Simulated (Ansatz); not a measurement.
Input file for Ansatz (a program for electronic structure): R-B3LYP/def2-TZVPP on boron oxyfluoride (SMILES O=BF), atoms moved off the minimum.

Ansatz 0.2 input:
```yaml
crystal:
  periodic: [false, false, false]
  atoms:
    - {symbol: F, position_ang: [0.04915088, 0.01854530, -1.19219763]}
    - {symbol: B, position_ang: [-0.02773909, 0.01894517, 0.19611802]}
    - {symbol: O, position_ang: [0.06842960, -0.06781322, 1.31634268]}
basis:
  gaussian:
    orbitals: def2-TZVPP
hamiltonian:
  xc: {name: B3LYP}
scf: {lower_state_search: off}
output: {forces: true}
```

Output:

```
WARN ansatz: RAYON_NUM_THREADS=1 ignored (pool sized by the plan → 1); use --threads N
Functional definition: B3LYP
these checks for a lower state are left out or cut short: stability, starts, cluster_reference, orbital_swaps, neighbouring_geometries, increment
integrals: 0.01 GiB planned
476 factors; their error is unknown
mean field: 0.19 GiB planned
mean field evaluation 1: about -5437.5930 eV, gradient 6.6e1 eV
mean field evaluation 2: about -5411.4355 eV, gradient 1.3e2 eV
mean field evaluation 4: about -5444.2073 eV, gradient 1.0e1 eV
mean field evaluation 8: about -5444.3544 eV, gradient 1.2e-1 eV
mean field evaluation 16: about -5444.3544 eV, gradient 1.5e-6 eV
mean field -5444.35443852 eV, -200.0763352995 hartree, gradient 1.5e-6 eV, S^2 0.000000; 0 other end points of the search recorded, 0 dependent functions left out
the calculation of the forces begins
reference -5444.35461539 eV, -200.0763417996 hartree; 11, 11 occupied and 82, 82 virtual orbitals, 476 factors
Total energy: -5444.35461539 eV, -200.0763417996 hartree
Atom 0 at     0.049151     0.018545    -1.192198 Å, force    -0.509473     0.168739     3.698562 eV/Å
Atom 1 at    -0.027739     0.018945     0.196118 Å, force     0.148635     0.289584   -12.299571 eV/Å
Atom 2 at     0.068430    -0.067813     1.316343 Å, force     0.360838    -0.458324     8.601009 eV/Å
Dipole moment:    -0.073194     0.048655    -0.277127 e Å
Checks for a lower state left out: stability, starts, cluster_reference, orbital_swaps, neighbouring_geometries, increment
```

The calculation finished and met its thresholds.

Cost: very roughly 0.9 core-seconds.
